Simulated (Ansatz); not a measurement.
Compare A (`C1C[SiH2]N1`) with its isomer B (`C=N[SiH2]C`).

Computed with Ansatz on PBE0-D4/def2-TZVP structures; ΔE is electronic, products minus reactants. CCSD(T)/CBS adds triple-zeta CCSD(T) − MP2 to the extrapolated MP2 energy (def2 sets, frozen cores). DFT in def2-TZVPP. B3LYP here is the variant with VWN-RPA as its local correlation; programs differ in this. Each species was taken in one conformer, which may not be the lowest.

(1) Which is lower in electronic energy at CCSD(T)/CBS, and by how much? (Estimate.)

(2) Give E(B) − E(A) in kJ/mol with r2SCAN-D4, PBE0-D4, ωB97M-V, LDA (SPW92), B2PLYP, HF/def2-TZVPP, B3LYP-D4. (An estimate is asked.)

(3) Does the order hold for the free energy at 298.15 K (harmonic terms from PBE0-D4)? (Best estimate.)

Largest T1 diagnostic: 0.012.

Answers

(1) The calculation gave: B, by 9.9 kJ/mol.

(2) The calculation gave: r2SCAN-D4 -10.5, PBE0-D4 4.3, ωB97M-V -6.9, LDA (SPW92) 24.0, B2PLYP -19.9, HF/def2-TZVPP -31.4, B3LYP-D4 -22.3. The order is the other way round with PBE0-D4, LDA (SPW92).

(3) Ansatz gave: Yes: G(B) − G(A) = -23.6 kJ/mol, for one conformer each.

From PBE to PBE0 (25 % exact exchange), in def2-TZVPP and without D4, E(B) − E(A) moves by +10.7 kJ/mol. Leaving LDA and LC-ωPBE aside and taking each functional with its dispersion term where it has one, the values, not all of them listed here, spread over 40.2 kJ/mol, from BLYP-D4 to PBE-QIDH. LDA lies +31.5 kJ/mol from PBE without D4.
